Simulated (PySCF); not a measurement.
Stepwise substitution at one centre (Ga F-H). Gas-phase values, no solvent. Strings in code marks are SMILES.

The LUMO from two functionals at the same geometries (B3LYP-D3(BJ)/def2-TZVP), both in PySCF: PBE-D3(BJ)/def2-TZVP and B3LYP-D3(BJ)/def2-TZVP. B3LYP has the VWN-RPA correlation part, as in Gaussian. 

| species | PBE-D3(BJ)/def2-TZVP (eV) |
|---|---|
| 1 of 3 F replaced by H (`[F][GaH][F]`) | -2.19 |
| 2 of 3 F replaced by H (`[F][GaH2]`) | -2.44 |
| 3 of 3 F replaced by H | -2.65 |

### Question
What does B3LYP-D3(BJ)/def2-TZVP give for each?

### Answer

- 1 of 3 F replaced by H (`[F][GaH][F]`): -1.74
- 2 of 3 F replaced by H (`[F][GaH2]`): -1.95
- 3 of 3 F replaced by H: -2.12
Over these rows, drawn at random from the members with no instability flagged (it was tested for open shells, ions and some series alone), PBE minus B3LYP-D3(BJ): mean -0.49 eV, from -0.53 eV to -0.45 eV.
